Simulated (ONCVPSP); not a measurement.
# BLYP ONCV dataset for Cu, scalar-relativistic all-electron reference.

Cu (Z = 29), optimised norm-conserving Vanderbilt (ONCV), made with ONCVPSP 4.0.1 (BLYP, scalar-relativistic). Core [Ne], reference 3s2 3p6 3d10 4s1. Waves: 3s+4s: rc 1.40 bohr, ncon 4, nbas 8, qcut 6.8 1/bohr, 2 projectors; 3p: rc 1.10 bohr, ncon 4, nbas 9, qcut 15.1 1/bohr, 2 projectors, debl 1.5 Ha; 3d: rc 1.15 bohr, ncon 3, nbas 8, qcut 14.4 1/bohr, 2 projectors, debl 0.5 Ha. Local part: polynomial inside 0.75 bohr (lpopt 5, dvloc0 0 Ha). Core correction: none.

In the p channel the program set the typed energies aside and used -2.647, 0.250 Ha.

(1) Estimate the cutoffs (Ha) at which the residual kinetic energy of the hardest occupied pseudo-wave falls to 1 and 0.1 mHa per electron.

(2) Does the potential have ghost states?

(3) Which valence shell sets the plane-wave cutoff?

## Answers

(1) 76 Ha and 86 Ha.

(2) No bound ghost flagged; no localised positive-energy state flagged.

(3) 3d: 76 Ha for 1 mHa per electron, against 48 Ha for 3p.

Its largest configuration-test error is +8.6 meV (3s2 3p6 3d9 4s2). 1 of 4 tests not solved or not reliable.
